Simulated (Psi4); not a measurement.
The Psi4 input:
```
memory 2 GB

molecule {
0 2
  N     1.07284404   -0.47233394   -0.03757332
  Si   -0.46623376    0.17659403    0.02505938
  H     1.90814349    0.00985181   -0.32564380
  H    -0.91969709   -0.03779712    1.41254787
  H    -1.29533293   -0.71428448   -0.80899513
  H    -0.67574904    1.57625096   -0.36572701
}

set basis 6-31g**
set reference uhf
set freeze_core true
set mp2_type conv
set scf_type pk
set puream true
set d_convergence 1e-8

energy('mp2')
print_variables()
```

**Question.** What does this run give for the number of basis functions, MP2 correlation energy, SCF-reference <S^2>?

**Answer.** 
The number of basis functions is 52 and the MP2 correlation energy comes out as -0.2312 Eh. The SCF-reference <S^2> comes out as 0.759.

These values belong to the state on which the SCF converged, which isn't shown to be the lowest.
